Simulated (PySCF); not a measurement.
**Excitation energy of Pt by level of theory**

Pt [Xe] 4f14 5d9 6s1 (3D) → Pt [Xe] 4f14 5d10 (1S), as a difference of total energies. Computed with PySCF 2.14 in x2c-TZVPPall (11s7p7d3f1g, 97 functions), with scalar relativity by spin-free X2C-1e. Correlated levels: valence: [Xe] 4f14 frozen; valence and next inner shell: [Kr] 4d10 4f14 frozen. The calculations carry no spin-orbit coupling.

| method | excitation energy (cm⁻¹) | error (cm⁻¹) |
| --- | --- | --- |
| UHF | 8580.8 | +6656 |
| LDA | 3188.4 | +1264 |
| PBE | 4238.3 | +2314 |
| PBE0 | 4408.6 | +2484 |
| r2SCAN | 7161.2 | +5236 |
| PBEsol | 4013.5 | +2089 |
| LC-wPBE | 3897.3 | +1973 |
| MN15 | 5110.1 | +3185 |
| MP2 (valence) | 2080.8 | +156 |
| SCS-MP2 (valence) | 1829.2 | -96 |
| MP2 (valence and next inner shell) | 2402.2 | +478 |
| SCS-MP2 (valence and next inner shell) | 2413.1 | +488 |

Reference: 1924.7 cm⁻¹ (measured; NIST levels, between the centres of gravity of the two terms).

Errors of the correlated levels include the incompleteness of this basis and the frozen core.
